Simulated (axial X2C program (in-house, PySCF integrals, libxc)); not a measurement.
Values are calculated unless marked as measured or tabulated.
## ZrC: input and output

Program: an in-house relativistic program for diatomic molecules.

The run was started with this input:
```json
{
 "zs": [
  40,
  6
 ],
 "q": 0,
 "bas": [
  "dyall-cv3z",
  "dyall-v3z"
 ],
 "levels": [
  "PBE0",
  "HF",
  "r2SCAN0"
 ],
 "cc": true,
 "r0": 1.94,
 "thr": -2.0,
 "nmax": 110,
 "npts": 10,
 "nst": 2,
 "ntry": 8
}
```
```bash
python so2c.py task.json out
```

Keys: zs atomic numbers; q charge; bas basis sets; levels methods; cc coupled cluster on or off; r0 starting distance in Å; thr threshold in hartree for freezing inner shells (an s shell follows its p shell); nmax most natural virtual spinors; npts points on the curve; nst determinants followed; ntry starts of the search. HF also brings MP2.

Output of the HF step, without spin–orbit coupling, at R = 1.777 Å for the state M_S = 1, Λ = 0. It starts from PBE0 orbitals of this distance.

```
spin-free X2C-1e  HF
basis functions 203  fitting functions 991  grid points 5074
iter        total energy     max residual
   1      -3633.969968235     2.93e-01
   2      -3633.992183212     1.04e-02
   3      -3633.992832261     1.27e-02
   4      -3633.994694144     2.13e-03
   5      -3633.994982456     1.49e-03
   6      -3633.995110218     9.89e-04
   7      -3633.995175430     5.77e-04
   8      -3633.995204892     6.07e-04
   9      -3633.995226034     5.78e-04
  10      -3633.995241003     6.06e-04
  11      -3633.995229911     6.09e-04
  12      -3633.995161146     4.87e-04
  13      -3633.995081505     3.59e-04
  14      -3633.995015691     2.13e-04
  15      -3633.994990502     1.46e-04
  16      -3633.994983971     6.81e-05
  17      -3633.994979289     9.84e-05
  18      -3633.994974526     1.02e-04
  19      -3633.994971849     1.24e-04
  20      -3633.994981546     9.03e-05
  21      -3633.994987592     1.57e-04
  22      -3633.994974234     8.89e-05
  23      -3633.969968235     4.01e-01
  24      -3633.992174943     8.66e-03
  25      -3633.993438607     5.70e-02
  26      -3633.994853812     9.58e-03
  27      -3633.995076716     2.99e-03
  28      -3633.995177008     3.67e-03
  29      -3633.995201190     1.13e-03
  30      -3633.995223910     1.30e-03
  31      -3633.995255247     3.10e-03
  32      -3633.995336066     5.26e-03
  33      -3633.995582508     1.06e-02
  34      -3633.995763244     1.17e-02
  35      -3633.996391354     5.35e-03
  36      -3633.996673980     1.79e-03
  37      -3633.996690401     1.18e-03
  38      -3633.996710358     4.04e-04
  39      -3633.996713291     1.95e-04
  40      -3633.996715194     1.26e-04
  41      -3633.996715418     8.41e-05
  42      -3633.996715507     2.25e-05
  43      -3633.996715518     1.16e-05
  44      -3633.996715521     5.36e-06
  45      -3633.996715522     1.85e-06
converged
one-electron -5159.57531033  Coulomb 1572.31665019  exact exchange -118.20824706  xc functional 0.00000000  nuclear repulsion 71.47019168
correlated 16  virtual 280  natural virtual 110  E(MP2) -0.499513683  MP2 remainder -0.022370590
iter   CCSD correlation   residual
   1     -0.458104068   2.16e-01
   2     -0.475923118   1.12e-01
   3     -0.483672123   5.27e-02
   4     -0.486243925   3.10e-02
   5     -0.488090335   1.79e-02
   6     -0.488456917   6.76e-03
   7     -0.488637203   2.77e-03
   8     -0.488679132   1.08e-03
   9     -0.488648593   5.20e-04
  10     -0.488660091   2.48e-04
  11     -0.488651875   1.07e-04
  12     -0.488653595   4.57e-05
  13     -0.488652956   2.30e-05
  14     -0.488652276   1.21e-05
  15     -0.488652068   5.65e-06
  16     -0.488651849   3.23e-06
  17     -0.488651696   1.78e-06
  18     -0.488651672   9.52e-07
  19     -0.488651617   5.02e-07
  20     -0.488651611   2.67e-07
(T) -0.028206141  T1 0.0764  D1 0.1621  max T2 0.072
```
Energies are in hartree; totals compare only within one Hamiltonian and basis. T1 is large, a sign of multireference character or of a spin-contaminated reference. Where the energy jumps back up, the SCF was restarted by another method. T1 in the output is the amplitude norm over the root of the electron number; divide by √2 for the Lee–Taylor value. The determinant is spin-polarised beyond a pure state at some levels (its spin-free form has ⟨S²⟩ too high), which makes Re and μ there less reliable.
